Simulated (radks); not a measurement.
Task: These are the eigenvalues of the occupied orbitals of an atom or ion with whole-number occupations (eV). Method: scalar-relativistic Kohn-Sham, PBE, spin-polarised, spherical densities, point nucleus; computed with a radial shooting solver on a logarithmic mesh with Libxc functionals.

1s down: -4868.630
1s up: -4868.620
2s up: -536.9132
2s down: -536.3828
2p up: -444.1780
2p down: -443.7685
3s up: -63.2490
3s down: -61.5088
3p up: -39.4801
3p down: -37.7547
3d up: -4.8193
4s up: -4.6689
4s down: -4.1738

Which element is it, and in what charge state? The configuration may be excited. Open shells, if any, are filled with parallel spins first.

Result: Z = 22, titanium, charge 0: Ti in [Ar] 3d2 4s2. The list shows which subshells hold electrons but not how many an open one holds; the 1s level, -178.92 hartree, gives Z - s = 18.9 by -(Z - s)^2/2, which with screening and relativity narrows Z to a few neighbours, and the depths of the outer levels then fix element, charge and occupations together.
